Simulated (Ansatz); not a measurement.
A nudged elastic band was laid between two geometries of C2H8FNOSi (14 atoms, charge 0, multiplicity 1).

Computed with Ansatz, RKS PBE0-D4/cc-pVDZ.

```yaml
movable_images: 5
climbing_image: yes
spring: 5.0 eV/Å²
optimiser: quadratic models (default)
start_path: IDPP
force_threshold: 0.05 eV/Å
iteration_limit: 60
end_points: relaxed
```

First end point:

```xyz
14
Properties=species:S:1:pos:R:3
C -1.079 -1.209 1.427
O 0.168 -0.967 0.808
Si 0.551 0.491 0.056
N 2.185 0.502 -0.520
C -0.582 0.731 -1.447
F -1.917 0.655 -1.033
H -1.055 -2.220 1.861
H -1.912 -1.148 0.707
H -1.277 -0.488 2.243
H 0.384 1.623 1.024
H 2.906 0.589 0.193
H 2.446 -0.253 -1.151
H -0.411 -0.048 -2.213
H -0.419 1.712 -1.926
```

Last end point:

```xyz
14
Properties=species:S:1:pos:R:3
C -1.084 -1.209 1.424
O 0.159 -0.976 0.795
Si 0.550 0.486 0.054
N 2.188 0.499 -0.510
C -0.576 0.736 -1.452
F -1.911 0.655 -1.040
H -1.059 -2.215 1.870
H -1.921 -1.156 0.708
H -1.277 -0.479 2.232
H 0.377 1.612 1.029
H 2.455 -0.250 -1.145
H 2.903 0.582 0.209
H -0.403 -0.036 -2.223
H -0.414 1.721 -1.923
```

(1) Which bonds break or form, and what moves?

(2) What energy profile does the band end with?

(3) What is the geometry of the highest image?

(4) What are the harmonic wavenumbers there?

Results:

(1) No bond is made or broken. The dihedral O2–Si3–N4–H11 goes from -73 to 56°. The two ends are copies of one structure, up to a mirror image or an exchange of like atoms.

(2) The run converged. The highest image is number 3 of 0 to 6, 0.091 eV above the ends, which have the same energy within 2 meV. A vibrational analysis at the climbing image gives one clearly imaginary mode, 142i cm⁻¹: a first-order saddle point.

```csv
image,path coordinate (Å),energy (eV),dihedral O2–Si3–N4–H11 (°)
0,0.00,0.000,-73
1,1.08,0.055,-117
2,2.15,0.082,-170
3,3.23,0.091,134
4,3.61,0.053,95
5,3.99,0.009,70
6,4.37,0.000,56
```

(3) 
```xyz
14
Properties=species:S:1:pos:R:3:forces:R:3
C -1.250 -1.367 1.216 -0.01 0.00 0.00
O -0.016 -1.200 0.552 0.02 0.01 -0.01
Si 0.560 0.324 0.135 -0.01 0.01 0.02
N 2.210 0.157 -0.343 0.02 0.00 0.00
C -0.410 0.996 -1.351 0.01 -0.01 -0.01
F -1.762 1.028 -0.996 0.00 0.00 0.00
H -1.329 -2.417 1.534 0.00 0.00 0.00
H -2.101 -1.131 0.555 0.00 0.00 0.00
H -1.328 -0.727 2.115 0.00 0.00 0.00
H 0.328 1.219 1.321 0.00 0.00 0.01
H 2.539 0.613 -1.186 -0.01 0.00 0.00
H 2.946 0.117 0.353 -0.01 -0.01 0.00
H -0.297 0.342 -2.233 0.00 0.00 -0.01
H -0.103 2.017 -1.643 0.00 0.00 0.01
```

(4) 142i, 80, 84, 102, 139, 192, 243, 262, 288, 378, 652, 674, 764, 796, 855, 905, 909, 1057, 1145, 1171, 1203, 1226, 1299, 1443, 1463, 1468, 1479, 1554, 2179, 3015, 3042, 3094, 3104, 3133, 3609, 3708 cm⁻¹.

Run time: 3.1 min on 2 threads of AMD EPYC 9R14 (Zen 4), on a shared host, peak memory 0.34 GiB.
